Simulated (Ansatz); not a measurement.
# Energy profile

The step: SiH₃Br ([SiH3][Br]) + H₂ → SiH₄ + HBr; bonds formed: Si1–H7, Br2–H6; bonds broken: Si1–Br2, H6–H7 (atoms numbered as in the saddle structure below).

```xyz
7
angstrom
Si -0.4737 -0.2617 0.1448
Br 1.3464 0.1143 -1.7786
H -1.4430 0.3156 -0.8003
H -1.0618 -0.0468 1.5057
H -0.0662 -1.6759 0.1116
H 1.0326 0.7205 0.0082
H 0.6656 0.8340 0.8086
```

Electronic energies by CCSD(T) at an estimated basis limit (MP2 extrapolated from triple and quadruple zeta, plus CCSD(T) − MP2 in triple zeta), on PBE0-D4/def2-TZVP structures; SiH$_{5}$Br, singlet; no counterpoise correction. Program: Ansatz 0.2.0. Basis: def2-TZVPP and def2-QZVPP. Cores are frozen in the correlated methods. Filled d shells of the heavier atoms are correlated. The def2 sets are not built for correlating such inner shells, so the correlated values are less sure here. Extrapolation: Hartree–Fock as exp(−7.88 √X), correlation as X^−2.97.

(1) Give the profile in eV, counted from the separated reactants. (An estimate is asked for; the value comes from the calculation.)

T1 diagnostic: at most 0.012.

## Answers

(1) The calculation gives:
| point | eV |
| --- | --- |
| separated: SiH$_{3}$Br (linked as [SiH3][Br]; Si1, Br2, H3, H4, H5; singlet) + H$_{2}$ (H6, H7; singlet) | 0.000 |
| start structure | -0.021 |
| saddle | 2.325 |
| end structure | 0.698 |
| separated: SiH$_{4}$ (Si1, H3, H4, H5, H7; singlet) + HBr (Br2, H6; singlet) | 0.743 |

For scale, one of the runs: CCSD(T)/def2-TZVPP, 160 basis functions, launched by `ansatz run in.yaml --threads 2 --pin off --events-out ev --progress --plain --max-ram 4352MiB`. Time: 11 s of wall clock on 2 CPU threads; the host was shared. Peak host memory: 1.1 GiB.
